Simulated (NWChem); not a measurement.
System: C₂H₈Sn; SMILES [CH3][SnH2][CH3]

```xyz
11

Sn     0.0000     0.0000     0.3173
C     -1.7676     0.0006    -0.9147
C      1.7676    -0.0006    -0.9147
H      0.0003     1.3948     1.3244
H     -0.0003    -1.3948     1.3244
H     -1.7836    -0.8941    -1.5533
H     -2.6704     0.0029    -0.2878
H     -1.7810     0.8935    -1.5560
H      2.6704    -0.0029    -0.2878
H      1.7810    -0.8935    -1.5560
H      1.7836     0.8941    -1.5533
```
Atoms are numbered in this order, from 1.

Level: PBE0/def2-SVP with def2 effective core potentials on Sn (NWChem), optimised geometry, unscaled harmonic frequencies. def2 effective core potentials on Sn; no spin-orbit coupling.

```json
[
 {"frequency (cm⁻¹)": "92", "IR intensity (km/mol)": "0.0"},
 {"frequency (cm⁻¹)": "94", "IR intensity (km/mol)": "0.0"},
 {"frequency (cm⁻¹)": "136", "IR intensity (km/mol)": "1.2"},
 {"frequency (cm⁻¹)": "341", "IR intensity (km/mol)": "23.1"},
 {"frequency (cm⁻¹)": "484", "IR intensity (km/mol)": "0.0"},
 {"frequency (cm⁻¹)": "521", "IR intensity (km/mol)": "11.4"},
 {"frequency (cm⁻¹)": "527", "IR intensity (km/mol)": "78.3"},
 {"frequency (cm⁻¹)": "564", "IR intensity (km/mol)": "27.0"},
 {"frequency (cm⁻¹)": "726", "IR intensity (km/mol)": "103.8"},
 {"frequency (cm⁻¹)": "756", "IR intensity (km/mol)": "123.2"},
 {"frequency (cm⁻¹)": "784", "IR intensity (km/mol)": "0.0"},
 {"frequency (cm⁻¹)": "786", "IR intensity (km/mol)": "86.9"},
 {"frequency (cm⁻¹)": "793", "IR intensity (km/mol)": "36.0"},
 {"frequency (cm⁻¹)": "1212", "IR intensity (km/mol)": "3.0"},
 {"frequency (cm⁻¹)": "1217", "IR intensity (km/mol)": "1.0"},
 {"frequency (cm⁻¹)": "1432", "IR intensity (km/mol)": "0.0"},
 {"frequency (cm⁻¹)": "1432", "IR intensity (km/mol)": "1.7"},
 {"frequency (cm⁻¹)": "1436", "IR intensity (km/mol)": "2.6"},
 {"frequency (cm⁻¹)": "1440", "IR intensity (km/mol)": "6.0"},
 {"frequency (cm⁻¹)": "1913", "IR intensity (km/mol)": "155.9"},
 {"frequency (cm⁻¹)": "1913", "IR intensity (km/mol)": "230.9"},
 {"frequency (cm⁻¹)": "3072", "IR intensity (km/mol)": "5.0"},
 {"frequency (cm⁻¹)": "3072", "IR intensity (km/mol)": "8.7"},
 {"frequency (cm⁻¹)": "3187", "IR intensity (km/mol)": "0.0"},
 {"frequency (cm⁻¹)": "3187", "IR intensity (km/mol)": "5.7"},
 {"frequency (cm⁻¹)": "3189", "IR intensity (km/mol)": "1.4"},
 {"frequency (cm⁻¹)": "3189", "IR intensity (km/mol)": "2.8"}
]
```

| Quantity | Value |
|---|---|
| zero-point energy | 53.6 kcal/mol |
| thermal correction to the enthalpy at 298.15 K (with zero-point energy) | 58.4 kcal/mol |
| heat capacity Cv | 22.5 cal/(mol K) |
| entropy at 298.15 K and 1 atm (symmetry number 2) | 79.7 cal/(mol K) |

Rigid rotor and harmonic oscillator; modes under 100 cm⁻¹ make the entropy uncertain.
